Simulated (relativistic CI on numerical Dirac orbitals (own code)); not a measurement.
## Tm IV: what numerical and physical settings do to a radial Dirac CI calculation

Reference input:

```
atom Tm  Z=69  charge=3  electrons=66
nucleus A=169  rms_radius_fm=5.2256
hamiltonian dirac-coulomb  breit=on  qed=on  c_scale=1
orbitals kli  potential=per-configuration
slater_scale 1
correlation none
mixing on
grid step=0.0125 r_max=64.9
scf mixing=0.4 start=green max_iterations=150 tolerance=2e-08 node_fill=0.05
configurations
  [Xe] 4f12
  [Xe] 4f11 6s
  [Xe] 4f11 6p
end
```

Computed lowest total energy -13550.44569 Ha, first excitation 6723.7 cm⁻¹, 40 SCF steps. Runs with settings changed; * marks those that are bad on purpose (the QED terms keep the true α when c is scaled):

```
                                                 Changed    Outcome  Lowest level   ΔE (Ha)  First excitation (cm⁻¹)  SCF steps                          Message
                           end of the grid at 45.43 bohr  converged      4f¹² ³H6         0                   6723.7         40                                 
                        Slater scale 0.5, SCF mixing 0.2  converged      4f¹² ³H6    0.0309                   3192.6         48                                 
iteration limit 20, speed of light × 2, Slater scale 0.6  converged      4f¹² ³H6       477                   2116.9         40                                 
                                         SCF mixing 0.05  converged      4f¹² ³H6  3.27e-09                   6723.7         64                                 
                            configuration list: repeat *    refused                                                           0  a configuration is listed twice
                              nuclear radius 5225.6 fm *  converged      4f¹² ³H6      6410                   9734.2         36
```

With so few configurations and no correlation, terms lie too far apart (by 10 to 50 % near neutrality), their order can be wrong, and levels of other configurations are missing.
